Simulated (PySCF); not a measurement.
## Continuum solvent and chemical shifts

Molfile (atoms numbered from 1):
```
C5H12OSi2
     RDKit          3D

 20 20  0  0  0  0  0  0  0  0999 V2000
    2.0028   -0.5673    1.4856 C   0  0  0  0  0  0  0  0  0  0  0  0
    1.7028    0.2525    0.4686 C   0  0  0  0  0  0  0  0  0  0  0  0
    2.7308    0.7633   -0.4999 C   0  0  0  0  0  0  0  0  0  0  0  0
   -0.0816    0.7585    0.2319 Si  0  0  1  0  0  4  0  0  0  0  0  0
   -0.9000   -0.0101   -1.3004 C   0  0  0  0  0  0  0  0  0  0  0  0
   -2.3725   -0.3000   -0.9332 C   0  0  0  0  0  0  0  0  0  0  0  0
   -2.3888   -0.7616    0.9049 Si  0  0  0  0  0  4  0  0  0  0  0  0
   -1.0434    0.0912    1.4405 O   0  0  0  0  0  0  0  0  0  0  0  0
    3.0300   -0.9104    1.6623 H   0  0  0  0  0  0  0  0  0  0  0  0
    1.2338   -0.9187    2.1808 H   0  0  0  0  0  0  0  0  0  0  0  0
    2.7694    1.8658   -0.4973 H   0  0  0  0  0  0  0  0  0  0  0  0
    3.7381    0.3875   -0.2623 H   0  0  0  0  0  0  0  0  0  0  0  0
    2.4930    0.4636   -1.5350 H   0  0  0  0  0  0  0  0  0  0  0  0
   -0.2038    2.2504    0.2465 H   0  0  0  0  0  0  0  0  0  0  0  0
   -0.8105    0.6066   -2.2092 H   0  0  0  0  0  0  0  0  0  0  0  0
   -0.3661   -0.9543   -1.5072 H   0  0  0  0  0  0  0  0  0  0  0  0
   -2.9815    0.6133   -1.0513 H   0  0  0  0  0  0  0  0  0  0  0  0
   -2.8270   -1.0644   -1.5840 H   0  0  0  0  0  0  0  0  0  0  0  0
   -3.6139   -0.3154    1.6302 H   0  0  0  0  0  0  0  0  0  0  0  0
   -2.1956   -2.2244    1.1456 H   0  0  0  0  0  0  0  0  0  0  0  0
  1  2  2  0
  2  3  1  0
  2  4  1  0
  4  5  1  0
  5  6  1  0
  6  7  1  0
  7  8  1  0
  8  4  1  0
  1  9  1  0
  1 10  1  0
  3 11  1  0
  3 12  1  0
  3 13  1  0
  4 14  1  6
  5 15  1  0
  5 16  1  0
  6 17  1  0
  6 18  1  0
  7 19  1  0
  7 20  1  0
M  END
```

GIAO PBE0/pcSseg-1 in PySCF on one PBE0-D3(BJ)/def2-SVP conformer, non-relativistic, equivalent nuclei averaged. Solvents enter as an IEF-PCM continuum (chloroform with ε = 4.7, dichloromethane with ε = 8.9) around the gas-phase geometry. Shifts are referred to TMS computed in the same medium.

Gas phase, δ in ppm: C2 150.8, C1 136.8, C3 22.6, C5 10.2, C6 8.9, Si4 7.3, Si7 0.3, H10 6.21, H9 6.05, H19 5.11, H14 5.04, H20 4.95, H11/H12/H13 1.85, H15 1.12. Dipole moment 1.84 D.

Problem. How does each δ change in the continuum?

Solution. 
```csv
atoms,environment,"Δδ, chloroform","Δδ, dichloromethane"
C2,fully substituted alkene carbon,+2.9,+3.6
C1,terminal =CH2 carbon,-0.3,-0.4
C3,allylic methyl carbon,+0.3,+0.4
C5,sp3 CH2 bonded to Si,+0.4,+0.5
C6,sp3 CH2 bonded to Si,+0.4,+0.5
Si4,"silicon bonded to 2 C, O, H, in a 5-membered ring",+0.9,+1.1
Si7,"silicon bonded to C, O, 2 H, in a 5-membered ring",+1.1,+1.4
H10,hydrogen on a terminal =CH2 carbon,-0.07,-0.10
H9,hydrogen on a terminal =CH2 carbon,+0.05,+0.06
H19,"hydrogen on a silicon bonded to C, O, in a 5-membered ring",-0.05,-0.05
H14,"hydrogen on a silicon bonded to 2 C, O, in a 5-membered ring",-0.07,-0.08
H20,"hydrogen on a silicon bonded to C, O, in a 5-membered ring",-0.05,-0.06
H11/H12/H13,hydrogen on an allylic methyl carbon,+0.07,+0.09
H15,hydrogen on an sp3 CH2 bonded to Si,+0.10,+0.13
```

Changes are relative to the gas phase. The dipole moment becomes 2.33 D in chloroform, 2.45 D in dichloromethane.

Problem. Which nuclei move most (in ppm), and what does the model miss?

Solution. C2 (fully substituted alkene carbon, +3.6 ppm) in dichloromethane. A continuum only polarises the solute; specific hydrogen bonds, the anisotropy of aromatic solvents and changes of geometry or conformer are outside it.
